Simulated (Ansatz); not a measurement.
Consider the ligand exchange at a B–N bond: `FBN[SiH3]` + arsine → `FB[AsH2]` + `N[SiH3]`.

Isolated molecules relaxed with PBE0-D4/def2-TZVP in Ansatz; ΔE leaves out vibrations. CCSD(T)/CBS adds triple-zeta CCSD(T) − MP2 to the extrapolated MP2 energy (def2 sets, frozen cores). This one scheme is used for every species. Functionals use def2-TZVPP. B3LYP here is the variant with VWN-RPA as its local correlation; programs differ in this. For As outer-core shells are correlated without core-valence functions, which leaves a few kJ/mol of doubt a bond. Scalar relativity is left out up to krypton. One conformer a species, not always the lowest.

| level | ΔE (kcal/mol) | difference from CCSD(T)/CBS |
| --- | --- | --- |
| PBE-D4 | 28.2 | -0.9 |
| BLYP-D4 | 30.0 | 0.9 |
| r2SCAN-D4 | 29.6 | 0.5 |
| B3LYP-D4 | 30.5 | 1.4 |
| ωB97X-V | 29.6 | 0.5 |
| ωB97M-V | 30.3 | 1.2 |
| B2PLYP | 30.0 | 0.9 |
| PBE-QIDH | 29.2 | 0.1 |
| LC-ωPBE | 29.0 | -0.1 |
| HF/def2-SVP | 35.0 | 5.9 |
| MP2/def2-SVP | 34.4 | 5.3 |
| CCSD/def2-SVP | 34.8 | 5.7 |
| HF/def2-TZVPP | 31.7 | 2.6 |
| HF/def2-QZVPP | 31.8 | 2.7 |
| SCS-MP2/def2-QZVPP | 29.6 | 0.5 |
| CCSD/CBS(def2) | 29.4 | 0.3 |
| CCSD(T)/CBS | 29.1 | 0 |

Largest T1 diagnostic among the species: 0.013.

From BLYP to BHLYP (50 % exact exchange), in def2-TZVPP and without D4, ΔE moves by +1.8 kcal/mol. At CCSD(T), def2-SVP lies +5.6 kcal/mol from the extrapolated value and def2-TZVPP +0.5 kcal/mol. Leaving LDA and LC-ωPBE aside and taking each functional with its dispersion term where it has one, the values, not all of them listed here, spread over 3.3 kcal/mol, from revPBE-D4 to BHLYP-D4. LDA lies +2.3 kcal/mol from PBE without D4.
